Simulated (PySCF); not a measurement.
**GeN₂ + 2 F₂ → GeF₄ + N₂**

Level: PBE0 in the def2-TZVP basis family, all electrons, no relativity, computed in PySCF with density fitting; open shells unrestricted.

```json
{"species": "GeN₂", "state and structure": "triplet, D∞h, Ge–N 1.715 Å (×2)", "E (Eh)": "-2185.94138", "ZPE (kJ/mol)": "10.6", "H(298 K) − H(0) (kJ/mol)": "12.8", "S° (J/(mol K))": "263.1"}
{"species": "F₂", "state and structure": "singlet, D∞h, F–F 1.376 Å", "E (Eh)": "-199.40856", "ZPE (kJ/mol)": "6.6", "H(298 K) − H(0) (kJ/mol)": "8.7", "S° (J/(mol K))": "201.9"}
{"species": "GeF₄", "state and structure": "singlet, Td, Ge–F 1.692 Å (×4)", "E (Eh)": "-2476.07114", "ZPE (kJ/mol)": "25.9", "H(298 K) − H(0) (kJ/mol)": "17.4", "S° (J/(mol K))": "303.0"}
{"species": "N₂", "state and structure": "singlet, D∞h, N–N 1.089 Å", "E (Eh)": "-109.44629", "ZPE (kJ/mol)": "14.9", "H(298 K) − H(0) (kJ/mol)": "8.7", "S° (J/(mol K))": "191.4"}
```

**Question.** What is the electronic reaction energy?

**Answer.** At PBE0/def2-TZVP, ΔE = -1992.6 kJ/mol from the differences of the total energies times 2625.5, downhill. Fluorination of this kind underlies dry etching and chamber cleaning.

**Question.** Add zero-point, thermal and entropy terms for 298.15 K and 1 bar.

**Answer.** ΔZPE = 17.0 and Δ[H(298) − H(0)] = -4.1 kJ/mol give ΔH° = -1979.7 kJ/mol. ΔS° = -172.5 J/(mol K), so ΔG° = -1979.7 − 298.15 × (-0.1725) = -1928 kJ/mol.

Some spin contamination: GeN₂ (⟨S²⟩ 2.25). Only the bonding shown was studied: isomers, or loss of a ligand pair, can lie lower.
